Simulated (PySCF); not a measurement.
Job file and geometry (Å, from PBE0-D3(BJ)/def2-SVP) of an NMR shielding run on `CSCPC1CCC1`, C₆H₁₃PS, GIAO PBE0/pcSseg-1 NMR shielding, non-relativistic, gas phase in PySCF 2.14.0, density-fitted response routines; density fitting, a coarse starting grid and PySCF grid level 2 are the driver's defaults:

```
$ OMP_NUM_THREADS=1 python probes_run.py task.json out

{"job": {"kind": "nmr", "xc": "PBE0", "basis": "pcSseg-1"}, "charge": 0, "multiplicity": 1}
C      3.526265    -1.059485    -0.264668
S      2.283228    -1.007141     1.042419
C      1.625606     0.659743     0.781151
P      0.645656     0.780786    -0.805652
C     -0.864317    -0.142220    -0.276723
C     -1.717405     0.290389     0.936839
C     -2.973751    -0.090137     0.130068
C     -2.129068    -0.040368    -1.157420
H      3.076746    -0.846525    -1.246064
H      3.939105    -2.077764    -0.274819
H      4.342159    -0.347181    -0.068038
H      0.996041     0.875675     1.658495
H      2.447386     1.394688     0.772461
H      0.132592     2.099840    -0.577633
H     -0.551293    -1.194162    -0.169252
H     -1.541779    -0.225504     1.892774
H     -1.653780     1.377583     1.108081
H     -3.305187    -1.114758     0.357529
H     -3.845306     0.578364     0.195897
H     -2.203038     0.940881    -1.654093
H     -2.285117    -0.822394    -1.915118
```

Q: Write the output of this run.

A: 
```
coarse grid: 17824 points
cycle   1  E = -975.2618702308  dE =  6.862e-01  |g| = 3.582e-01  |ddm| = 4.083e+00
cycle   2  E = -975.2536750475  dE =  8.195e-03  |g| = 4.132e-01  |ddm| = 7.900e-01
cycle   3  E = -975.2983084208  dE = -4.463e-02  |g| = 5.513e-02  |ddm| = 4.476e-01
cycle   4  E = -975.2989666437  dE = -6.582e-04  |g| = 2.119e-02  |ddm| = 8.155e-02
cycle   5  E = -975.2990678543  dE = -1.012e-04  |g| = 6.481e-03  |ddm| = 2.570e-02
cycle   6  E = -975.2990780751  dE = -1.022e-05  |g| = 1.862e-03  |ddm| = 8.387e-03
cycle   7  E = -975.2990788282  dE = -7.531e-07  |g| = 3.811e-04  |ddm| = 2.388e-03
final grid: 160760 points
cycle   8  E = -975.3521808108  dE = -3.671e-05  |g| = 1.015e-02  |ddm| = 3.847e-02
cycle   9  E = -975.3521619709  dE =  1.884e-05  |g| = 1.338e-02  |ddm| = 2.007e-02
cycle  10  E = -975.3522068475  dE = -4.488e-05  |g| = 5.415e-04  |ddm| = 1.187e-02
cycle  11  E = -975.3522069041  dE = -5.655e-08  |g| = 2.385e-04  |ddm| = 7.682e-04
cycle  12  E = -975.3522069181  dE = -1.405e-08  |g| = 4.814e-05  |ddm| = 2.726e-04
cycle  13  E = -975.3522069187  dE = -6.073e-10  |g| = 8.938e-06  |ddm| = 6.706e-05
converged SCF energy = -975.3522069187

GIAO shielding tensors (ppm)
atom      isotropic    diamagn.    paramagn.     s11        s22        s33       span
  0 C      165.824     250.257     -84.433    149.094    162.556    185.822     36.729
  1 S      579.203    1057.508    -478.305    446.309    518.617    772.682    326.373
  2 C      155.745     255.374     -99.629    143.017    150.624    173.594     30.577
  3 P      384.094     967.028    -582.934    314.614    383.157    454.512    139.899
  4 C      155.096     249.729     -94.632    132.172    163.997    169.120     36.948
  5 C      149.769     248.791     -99.022    127.936    147.443    173.928     45.991
  6 C      163.096     253.609     -90.513    150.895    165.671    172.721     21.826
  7 C      156.747     248.844     -92.096    140.380    154.163    175.699     35.318
  8 H       28.661      30.343      -1.682     22.333     29.253     34.396     12.063
  9 H       29.653      28.067       1.585     24.630     26.358     37.970     13.340
 10 H       29.500      28.059       1.441     24.326     26.622     37.551     13.225
 11 H       28.540      32.837      -4.296     22.658     28.630     34.332     11.674
 12 H       29.094      31.680      -2.587     22.832     28.136     36.314     13.481
 13 H       28.142      31.534      -3.392     23.633     27.291     33.502      9.869
 14 H       28.600      32.559      -3.960     24.166     29.899     31.734      7.568
 15 H       28.870      31.127      -2.257     24.689     27.754     34.167      9.479
 16 H       29.681      31.990      -2.310     26.417     29.596     33.028      6.611
 17 H       29.284      30.010      -0.726     26.328     26.686     34.837      8.509
 18 H       29.474      28.845       0.629     25.340     25.978     37.103     11.763
 19 H       29.506      30.865      -1.360     26.049     28.740     33.728      7.679
 20 H       29.293      29.647      -0.353     25.672     26.235     35.973     10.301
```

Size and cost of the density-fitted run: 215 basis functions, 40 s wall time on 1 thread of an Arm Neoverse V2, shared host; peak memory 0.99 GiB.
